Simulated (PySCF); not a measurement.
**`CC(C)(Br)[SiH2]O`, C$_{3}$H$_{9}$BrOSi**

Geometry:
```tsv
atom	x (Å)	y (Å)	z (Å)
C1	0.642	-1.210	-1.311
C2	-0.165	-0.202	-0.514
C3	-0.164	1.182	-1.134
Br4	0.660	-0.066	1.305
Si5	-1.915	-0.837	-0.112
O6	-1.819	-2.266	0.731
H7	0.628	-2.202	-0.839
H8	1.689	-0.887	-1.424
H9	0.203	-1.307	-2.318
H10	-0.719	1.908	-0.522
H11	-0.641	1.134	-2.127
H12	0.862	1.559	-1.271
H13	-2.631	0.244	0.631
H14	-2.629	-1.156	-1.383
H15	-1.270	-2.214	1.522
```

The calculation used GIAO X3LYP/pcSseg-0 magnetisability, rotational g tensor and spin-rotation constants, non-relativistic, gas phase (PySCF). Geometry: PBE0-D3(BJ)/def2-SVP.

The calculation is non-relativistic, which matters for the atoms heavier than Zn.

Question: What are the magnetisability and the molar susceptibility?

Answer: Isotropic -1532 × 10⁻³⁰ J/T², or -92.3 × 10⁻⁶ cm³/mol; principal values -1614, -1555, -1427 × 10⁻³⁰ J/T², anisotropy 165 × 10⁻³⁰ J/T² (root of half the summed squared differences of the principal values). The susceptibility is in cgs units.

Question: Split it along the inertial axes a, b, c into diamagnetic and paramagnetic parts about the centre of mass, with the quadrupole moment.

Answer: 
```tsv
axis	χ (10⁻⁶ cm³/mol)	diamagnetic (10⁻⁶ cm³/mol)	paramagnetic (10⁻⁶ cm³/mol)	summed x² of all electrons (Å²)	quadrupole Θ (D Å)
a	-90.6	-685.7	595.1	158.0	-8.41
b	-93.5	-907.0	813.5	105.9	+7.21
c	-92.7	-1119.6	1027.0	55.8	+1.20
```
Anisotropies 2χaa − χbb − χcc = +4.9 and 2χbb − χaa − χcc = -3.7 × 10⁻⁶ cm³/mol. Θ is traceless in Buckingham's convention.

Question: And the rotational g tensor?

Answer: 
| axis | rotational constant (GHz) | g | nuclear part | electronic part |
| --- | --- | --- | --- | --- |
| a | 2.2160 | -0.0118 | 0.6078 | -0.6195 |
| b | 1.4363 | -0.0119 | 0.5370 | -0.5489 |
| c | 1.1339 | -0.0079 | 0.5391 | -0.5471 |

Asymmetric top; isotopes 79Br, 12C, 1H, 16O, 28Si; no vibrational averaging.
